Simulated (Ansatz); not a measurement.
Reaction (redistribution): `N[SiH2][CH2][GeH2][NH2]` + `[SH][GeH2][Cl]` → `N[SiH2][GeH2][SH]` + `[NH2][GeH2][CH2]Cl`

Program: Ansatz. Geometries: PBE0-D4/def2-TZVP. ΔE: electronic, gas phase. CCSD(T)/CBS adds triple-zeta CCSD(T) − MP2 to the extrapolated MP2 energy (def2 sets, frozen cores). DFT in def2-TZVPP. B3LYP here is the variant with VWN-RPA as its local correlation; programs differ in this. For Ge outer-core shells are correlated without core-valence functions, which leaves a few kJ/mol of doubt a bond. Scalar relativity is left out up to krypton. One conformer a species, not always the lowest.

(1) Is it downhill or uphill in electronic energy at CCSD(T)/CBS, and by how much? (Best estimate.)

(2) What do these levels give: r2SCAN-D4, B3LYP-D4, ωB97X-V, PBE0, HF/def2-TZVPP, SCS-MP2/def2-TZVPP, CCSD/def2-TZVPP, CCSD(T)/def2-TZVPP, HF/def2-QZVPP, MP2/def2-QZVPP, MP2/CBS(def2), CCSD/CBS(def2)? (Best estimate.)

Largest T1 diagnostic among the species: 0.011.

Answers

(1) Ansatz gave: Uphill: ΔE = +1.55 eV.

(2) Ansatz gave: r2SCAN-D4 1.57, B3LYP-D4 1.53, ωB97X-V 1.56, PBE0 1.48, HF/def2-TZVPP 1.64, SCS-MP2/def2-TZVPP 1.63, CCSD/def2-TZVPP 1.60, CCSD(T)/def2-TZVPP 1.59, HF/def2-QZVPP 1.64, MP2/def2-QZVPP 1.65, MP2/CBS(def2) 1.64, CCSD/CBS(def2) 1.56 eV.

The D4 term adds +0.06 eV with B3LYP and +0.03 eV with PBE0; it sums over pairs of atoms, weighted by their polarisabilities, and B3LYP, whose exchange is more repulsive, gets the larger term. From PBE to PBE0 (25 % exact exchange), in def2-TZVPP and without D4, ΔE moves by +0.08 eV.
